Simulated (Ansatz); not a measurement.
`O[SiH2][Si](O)(F)F` → `O[SiH](O)[SiH](F)F`  (isomerisation)

Program: Ansatz. Geometries: PBE0-D4/def2-TZVP. ΔE: electronic, gas phase. CCSD(T)/CBS adds triple-zeta CCSD(T) − MP2 to the extrapolated MP2 energy (def2 sets, frozen cores). DFT in def2-TZVPP. B3LYP here is the variant with VWN-RPA as its local correlation; programs differ in this. Each species was taken in one conformer, which may not be the lowest.

Task: Is it downhill or uphill in electronic energy at CCSD(T)/CBS, and by how much? (Estimate.)

Result: The calculation gave: Uphill: ΔE = +19.1 kJ/mol.

Task: What do these levels give: PBE-D4, PBE0-D4, B3LYP-D4, ωB97X-V, B2PLYP, PBE, r2SCAN, CCSD/def2-TZVPP, CCSD(T)/def2-TZVPP, HF/def2-QZVPP, HF/CBS(def2), MP2/CBS(def2)? (An estimate is asked.)

Result: Computed: PBE-D4 19.5, PBE0-D4 20.5, B3LYP-D4 19.0, ωB97X-V 19.4, B2PLYP 18.7, PBE 19.1, r2SCAN 21.0, CCSD/def2-TZVPP 19.9, CCSD(T)/def2-TZVPP 20.1, HF/def2-QZVPP 18.5, HF/CBS(def2) 18.5, MP2/CBS(def2) 18.3 kJ/mol.

Largest T1 diagnostic among the species: 0.012.
